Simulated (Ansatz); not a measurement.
Worked example: the enthalpy of formation of I2 (iodine)

I2 has 2 atoms, charge 0, and is taken as a singlet. As SMILES, `II`. Geometry: relaxed at PBE0-D4/def2-TZVP.

```xyz
2

I     0.0000    0.0000    0.0047
I     0.0000    0.0000    2.6604
```

Total energies at r2SCAN/def2-TZVPP (core potential) (Ansatz 0.2.0); the atoms run unrestricted:

```tsv
species	state	energy (Eh)
I2	singlet	-595.663897
I	doublet	-297.795080
```

Harmonic wavenumbers at PBE0-D4/def2-TZVP, in cm⁻¹: 226.

Measured heats of formation of the gaseous atoms at 298.15 K, in kJ/mol: I 106.8. Spin-orbit lowering of the atoms at 298 K (mean of the ground term's levels less their thermal mean, from spectra), in kJ/mol: I 30.32. Take 1 Eh = 2625.50 kJ/mol, 1 cm⁻¹ = 0.0119627 kJ/mol, RT = 2.479 kJ/mol.

Problem. What heat of formation follows?

Solution. 
1. Electronic atomisation energy: 2 × (-297.795080) − (-595.663897) = 0.073737 Eh = 193.6 kJ/mol.
2. Zero-point energy: half the sum of the wavenumbers, 113 cm⁻¹ = 1.4 kJ/mol.
3. Thermal vibrational enthalpy, Σ hcν̃/(exp(hcν̃/kT) − 1): 1.4 kJ/mol. Translation, rotation and pV of a linear molecule: 3.5 RT = 8.7 kJ/mol.
4. The 2 free atoms carry 5/2 RT each: 12.4 kJ/mol.
5. Spin-orbit coupling lowers the free atoms by 2 × 30.32 = 60.6 kJ/mol.
6. Atomisation enthalpy at 298 K: 193.6 − 60.6 − 1.4 − 1.4 − 8.7 + 12.4 = 133.9 kJ/mol.
7. Sum of the atoms' heats of formation: 213.6 kJ/mol. Heat of formation: 213.6 − 133.9 = +79.7 kJ/mol.

The tabulated value is +62.4 kJ/mol (Active Thermochemical Tables), so this level is off by +17.3 kJ/mol, or 11.4 % of the atomisation enthalpy that the table implies (151.1 kJ/mol). Anharmonicity and any spin-orbit splitting of the molecule are left out.
